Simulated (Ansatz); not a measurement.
`C[SiH](O)[SiH3]` + `O[SiH](O)F` → `C[Si@H](O)O[Si@@H](O)F` + SiH₄  (cleavage of the Si–Si bond)

Calculated with Ansatz (gas phase, PBE0-D4/def2-TZVP geometries, no zero-point term in ΔE). CBS: MP2 limit from def2 TZ/QZ plus the TZ coupled-cluster correction, frozen cores. This one scheme is used for every species. Functionals use def2-TZVPP. B3LYP here is the variant with VWN-RPA as its local correlation; programs differ in this. Each species was taken in one conformer, which may not be the lowest.

Question: Is it downhill or uphill in electronic energy at CCSD(T)/CBS, and by how much? (Best estimate.)

Answer: Computed: Downhill: ΔE = -35.7 kcal/mol.

Question: What do these levels give: PBE-D4, B3LYP-D4, ωB97X-V, PBE, r2SCAN, MP2/def2-TZVPP, SCS-MP2/def2-TZVPP, CCSD/def2-TZVPP, CCSD(T)/def2-TZVPP, MP2/def2-QZVPP, SCS-MP2/def2-QZVPP, MP2/CBS(def2)? (Best estimate.)

Answer: The calculation gave: PBE-D4 -30.0, B3LYP-D4 -36.0, ωB97X-V -35.4, PBE -29.1, r2SCAN -34.7, MP2/def2-TZVPP -37.4, SCS-MP2/def2-TZVPP -37.8, CCSD/def2-TZVPP -36.5, CCSD(T)/def2-TZVPP -36.2, MP2/def2-QZVPP -37.3, SCS-MP2/def2-QZVPP -37.7, MP2/CBS(def2) -36.9 kcal/mol.

Largest T1 diagnostic among the species: 0.012.

In def2-TZVPP, CCSD(T) changes the Hartree–Fock value by +3.7 kcal/mol (the triples alone add +0.4 kcal/mol) and MP2 by +2.5 kcal/mol. The D4 term adds −1.4 kcal/mol with B3LYP and −0.8 kcal/mol with PBE0; it sums over pairs of atoms, weighted by their polarisabilities, and B3LYP, whose exchange is more repulsive, gets the larger term. From PBE to PBE0 (25 % exact exchange), in def2-TZVPP and without D4, ΔE moves by −2.0 kcal/mol.
